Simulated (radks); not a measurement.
Task: Species: the rubidium ion Rb9+. Configuration: [Ar] 3d10. Calculated with a radial shooting solver on a logarithmic mesh with Libxc functionals: scalar-relativistic Kohn-Sham, r2SCAN, spin-unpolarised, spherical densities, finite nucleus; meta-GGA in the generalised Kohn-Sham scheme; Fermi nuclear charge, rms radius 4.2036 fm. Some entries of the table are withheld. Estimate them.

orbital  occ.  eigenvalue (hartree)  <1/r> (bohr^-1)
1s          2             -559.8287              (1)
2s          2             -80.18499              (2)
2p          6                   (3)            8.244
3s          2                   (4)            2.829
3p          6             -14.10230              (5)
3d         10              -9.52655              (6)

Result: 
(1) 1s <1/r> (bohr^-1): 37.87
(2) 2s <1/r> (bohr^-1): 8.453
(3) 2p eigenvalue (hartree): -71.67589
(4) 3s eigenvalue (hartree): -16.87572
(5) 3p <1/r> (bohr^-1): 2.676
(6) 3d <1/r> (bohr^-1): 2.431
